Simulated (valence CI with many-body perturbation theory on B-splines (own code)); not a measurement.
Results of a calculation; reference values are marked as such.
# Basis-set convergence for Os4+

Method: relativistic CI+MBPT: four valence electrons over a frozen Dirac-Fock core [Xe] 4f14, a basis of 7 s, 7 p, 8 d, 6 f, 4 g, 1 h functions for each j, with the one-electron correlation potential Σ1 (screened to all orders), the two-electron term Σ2, the three-electron term Σ3, Breit, model QED; selected single and double excitations, second order for the rest, scaled by the run's own slope (own B-spline code, finite nucleus).

Set against measurement, 29 paired levels are off by 464 cm⁻¹ on average, the worst by 1119. These come from a selection out of Palmeri et al., Atoms 14, 22 (2026). Levels without a partner in it may be off by more, other configurations by 1,000 to 8,000 cm⁻¹. Only levels of the ground parity were solved; by the run's estimate the other parity begins above the list, which can be wrong where configurations are misplaced.

The reference run has the lowest level 5d4 5D_0 and an ionisation energy of 55.9352 eV. Its largest variational space holds 20000 state functions.

Names give the largest LS component (configuration and term), which can be under half, so a name can repeat, a term be missing and a line seem to break the LS rules; names also repeat where a configuration has a term twice. Letters in brackets count levels of one name in rising energy.

Changed runs:
A. basis 6 s, 6 p, 5 d, 5 f, 1 g
B. basis 5 s, 5 p, 4 d, 4 f

Excitation energies of the reference run in cm⁻¹, and shifts in cm⁻¹:

| Level | Reference | A | B |
| --- | --- | --- | --- |
| 5d4 5D_1 | 4089 | -85 | -167 |
| 5d4 5D_2 | 7792 | -117 | -208 |
| 5d4 5D_3 | 10760 | -108 | -158 |
| 5d4 5D_4 | 12826 | -45 | +23 |
| 5d4 3P_0 [a] | 18638 | +102 | +302 |
| 5d4 3H_4 | 20299 | +135 | +839 |
| 5d4 3G_3 | 24155 | +154 | +898 |
| 5d4 3F_2 [a] | 24803 | +186 | +887 |
| 5d4 3P_1 [a] | 25060 | +122 | +526 |
| 5d4 3H_5 | 25233 | +142 | +1001 |
| 5d4 3H_6 | 27514 | +177 | +1148 |
| 5d4 3G_4 | 29939 | +136 | +913 |
| Ionisation energy (eV) | 55.9352 | -0.0617 | -0.1128 |
